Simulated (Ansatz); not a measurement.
The cluster GaAs₂ (the lowest doublet isomer of a short search) was relaxed with r2SCAN-D4 (def2-TZVP) in Ansatz in these states: neutral doublet, neutral quartet. The geometries follow in no particular order.

A:

| atom | x (Å) | y (Å) | z (Å) |
| --- | --- | --- | --- |
| Ga1 | 1.410 | 0.858 | 0.192 |
| As2 | -0.334 | -1.191 | 0.592 |
| As3 | -1.076 | 0.333 | -0.784 |

B:

Cartesian coordinates in Å:
```
Ga -0.856 -1.063 -0.388
As -0.359 1.328 -0.253
As 1.215 -0.265 0.640
```

Q: Judge from the bond lengths which geometry belongs to which state (an estimate).

A: A is the neutral doublet (Ga1–As3 2.721 Å, Ga1–As2 2.721 Å, As2–As3 2.182 Å); B is the neutral quartet (Ga1–As3 2.446 Å, Ga1–As2 2.446 Å, As2–As3 2.411 Å).

At PBE0-D4/def2-TZVP a doublet lies 1.12 eV below the neutral quartet. These are the stationary points nearest to one start from a short search; other shapes may lie lower in each state.
